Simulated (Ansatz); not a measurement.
`CN[SiH2][GaH2]` + H₂O → `CN[SiH2]O` + `[GaH3]` at 298.15 K and 1 bar (formal hydrolysis of the Si–Ga bond).

Isolated molecules relaxed with PBE0-D4/def2-TZVP in Ansatz; ΔE leaves out vibrations. CCSD(T)/CBS is the MP2 limit (def2-TZVPP, def2-QZVPP) plus CCSD(T) − MP2 in def2-TZVPP, frozen cores. This one scheme is used for every species. For Ga outer-core shells are correlated without core-valence functions, which leaves a few kJ/mol of doubt a bond. Scalar relativity is left out up to krypton. Each species was taken in one conformer, which may not be the lowest.

| species | CCSD(T)/CBS energy (Eh) | H − E (kJ/mol) | S (J/(mol·K)) |
| --- | --- | --- | --- |
| `CN[SiH2][GaH2]` | -2310.57822 | 245.7 | 373.9 |
| H₂O | -76.37941 | 66.4 | 188.7 |
| `CN[SiH2]O` | -461.28708 | 245.6 | 328.4 |
| `[GaH3]` | -1925.70545 | 59.6 | 218.4 |

H − E and S are ideal-gas, rigid-rotor, harmonic terms from PBE0-D4/def2-TZVP, for one conformer and one mirror image of each species. 1 Eh = 2625.50 kJ/mol, R = 8.31446 J/(mol·K).

**Question.** By hand: ΔE, ΔH, ΔS and ΔG.

**Answer.** ΔE = (-461.28708) + (-1925.70545) − (-2310.57822) − (-76.37941) = -0.03490 Eh = -91.6 kJ/mol. Δ(H − E) = 245.6 + 59.6 − 245.7 − 66.4 = -6.9, so ΔH = -98.5 kJ/mol. ΔS = 328.4 + 218.4 − 373.9 − 188.7 = -15.8 J/(mol·K). ΔG = -98.5 − 298.15 × (-15.8)/1000 = -93.8 kJ/mol.

**Question.** By hand: the equilibrium constant, and the temperature at which ΔG would vanish if ΔH and ΔS stayed fixed.

**Answer.** log₁₀ K = −ΔG/(RT ln 10) = 16.4. ΔG = 0 at ΔH/ΔS = 6234 K, far beyond where these terms or the molecules hold.

ΔH outweighs TΔS. A doubt of 5 kJ/mol in ΔE shifts log₁₀ K by 0.9 here. Other conformers and mirror images would add mixing entropy, several J/(mol·K) or more a flexible species. These are equilibria of isolated gas molecules and say nothing of rates. Largest T1 diagnostic: 0.013 (customary marks: 0.02 for closed shells, 0.045 for open ones).
